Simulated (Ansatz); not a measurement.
## Breaking a bond in SnH3F (SnFH3)

SnH3F has 5 atoms, charge 0, and is taken as a singlet. SMILES: `[H][Sn]([H])([H])[F]`. Geometry: a GFN2-xTB relaxation, a rough one for these elements and not checked as a minimum.

```jsonl
{"atom": "Sn", "x (Å)": "-0.0026", "y (Å)": "0.0024", "z (Å)": "-0.1669"}
{"atom": "F", "x (Å)": "0.0117", "y (Å)": "-0.0193", "z (Å)": "1.7573"}
{"atom": "H", "x (Å)": "1.6192", "y (Å)": "0.0110", "z (Å)": "-0.5382"}
{"atom": "H", "x (Å)": "-0.8177", "y (Å)": "1.4085", "z (Å)": "-0.5125"}
{"atom": "H", "x (Å)": "-0.8106", "y (Å)": "-1.4026", "z (Å)": "-0.5397"}
```

The Sn1–H4 distance is scanned; the parts on either side stay rigid. Basis STO-3G, 19 core orbitals frozen in the correlated methods; program Ansatz 0.2.0. FCI is exact within this basis and core. Energies in eV from each method's value at 1.662 Å; methods without a U are spin-restricted. The shape above is that at 1.662 Å.

```
distance (Å)  SVWN5  PBE0  B3LYP  BHLYP  B2PLYP  CCSD(T)  CCSDT(Q)   FCI
       1.662   0.00  0.00   0.00   0.00    0.00     0.00      0.00  0.00
       2.077   1.03  1.08   1.06   1.21    1.11     0.98      0.97  0.97
       2.492   2.66  2.88   2.79   3.20    2.95     2.57      2.56  2.56
       3.323   5.21  5.78   5.55   6.47    5.61     4.21      4.20  4.21
       4.154   6.25  7.02   6.73   7.93    6.08     4.33      4.40  4.41
```

Departure from the FCI curve at its largest: SVWN5 +1.85 eV at 4.15 Å; PBE0 +2.61 eV at 4.15 Å; B3LYP +2.33 eV at 4.15 Å; BHLYP +3.52 eV at 4.15 Å; B2PLYP +1.67 eV at 4.15 Å; CCSD(T) -0.08 eV at 4.15 Å; CCSDT(Q) -0.01 eV at 4.15 Å. Restricted functionals keep the electrons paired too, and rise too high.
